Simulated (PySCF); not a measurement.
# Worked example: dipole moment from atomic charges

CH₄BFS, SMILES CB(F)S. Atoms are numbered in the order given.

```xyz
8

B     -0.1230    -0.4078     0.0000
F     -1.3994    -0.8013     0.0000
C      1.0037    -1.4964     0.0000
H      0.8783    -2.1487    -0.8824
H      2.0298    -1.1038     0.0000
H      0.8783    -2.1487     0.8824
S      0.1206     1.3920     0.0000
H      1.4712     1.3580     0.0000
```

The structure is a stationary point at B3LYP-D3(BJ)/def2-SVP. Other conformers were not sampled.

Charges (e) from PBE/def2-TZVPD in PySCF:

```csv
atom,IAO,ESP fit
B1,0.351,0.491
F2,-0.295,-0.189
C3,-0.611,-0.943
H4,0.176,0.255
H5,0.157,0.227
H6,0.176,0.255
S7,-0.064,-0.275
H8,0.109,0.180
```

The dipole moment of the full density is 1.90 D.

What dipole moment does each set of point charges give, and which comes closer to that of the density?


μ = Σ q r, and 1 e Å = 4.8032 D.
IAO: Σ q r = (0.537, 0.137, 0.000) e Å, |μ| = 2.66 D.
ESP fit: Σ q r = (0.398, -0.122, 0.000) e Å, |μ| = 2.00 D.
ESP fit comes closer in size. Point charges leave out the atoms' own dipoles (lone pairs, polarised bonds); fits to the potential absorb them, partitions of the density don't.
